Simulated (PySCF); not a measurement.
Species: C₂H₇OSi₂ (doublet state).
Geometry (GFN2-xTB, Å), atoms numbered from 1 in this order:
```
atom  x, y, z in Å
C1    -1.583   -0.588   -0.328
Si2   -0.686    0.395    1.028
C3     1.165    0.598    0.543
O4     1.901    1.220    1.336
Si5    1.967   -0.047   -1.003
H6    -1.160   -1.580   -0.459
H7    -2.629   -0.714   -0.068
H8    -1.546   -0.082   -1.288
H9    -0.763   -0.313    2.311
H10   -1.283    1.727    1.174
H11    3.379    0.175   -1.253
H12    1.240   -0.791   -2.019
```

The hyperfine couplings belong to this conformer and change with its torsions.

As a line formula: `C[SiH2]C(=O)[SiH2]` [radical].

Method used: PySCF 2.14.0, UKS B3LYP, pcH-1 on C H O Si, non-relativistic, mean-field spin-orbit, GIAO. One conformer (not necessarily the lowest) at the GFN2-xTB geometry, without solvent, vibrations or thermal averaging. A GFN2-xTB geometry isn't a minimum of the functional, and hyperfine couplings can be far from their values at a DFT geometry, by a factor of two or more for some ions and for spin on atoms past the first row. No stability test was run, so a lower SCF solution isn't excluded.

Mulliken spin populations: C1 +0.001, Si2 0.000, C3 -0.057, O4 +0.239, Si5 +0.890, H6 0.000, H7 0.000, H8 0.000, H9 0.000, H10 0.000, H11 -0.038, H12 -0.036.

**Question.** Give the computed dipolar 1H tensors of H6, H7, H8, H9, H10.

**Answer.** 
| atom | position | distance from Si5 (Å) | T1 (MHz) | T2 | T3 |
| --- | --- | --- | --- | --- | --- |
| H6 | 4 bonds from Si5 | 3.52 | -1.50 | -1.04 | 2.54 |
| H7 | 4 bonds from Si5 | 4.74 | -0.73 | -0.58 | 1.31 |
| H8 | 4 bonds from Si5 | 3.53 | -1.50 | -1.04 | 2.54 |
| H9 | 3 bonds from Si5 | 4.30 | -1.10 | -0.72 | 1.82 |
| H10 | 3 bonds from Si5 | 4.30 | -1.10 | -0.73 | 1.83 |

**Question.** Estimate them with point dipoles: put each population ρk at its nucleus, leave out the nucleus itself and the atom bound to it, and sum T = Σ [ρk/(2S)]·C·(3 n nᵀ − 1)/r³ with C = μ0 gₑ μB g_N μN/(4π h) = 79.06 MHz Å³.

**Answer.** 
```
atom  T1 (MHz)     T2    T3  T3, computed  difference in T3 (%)
  H6     -1.56  -1.51  3.07          2.54                   +21
  H7     -0.69  -0.63  1.32          1.31                    +1
  H8     -1.55  -1.51  3.07          2.54                   +21
  H9     -1.20  -0.77  1.98          1.82                    +8
 H10     -1.20  -0.77  1.98          1.83                    +8
```

**Question.** If all the spin sat on Si5, T∥ = 2C/r³. What distance does the computed T3 of H10 then imply?

**Answer.** r = (2 × 79.06/1.83)^(1/3) = 4.42 Å, against 4.30 Å in the structure.
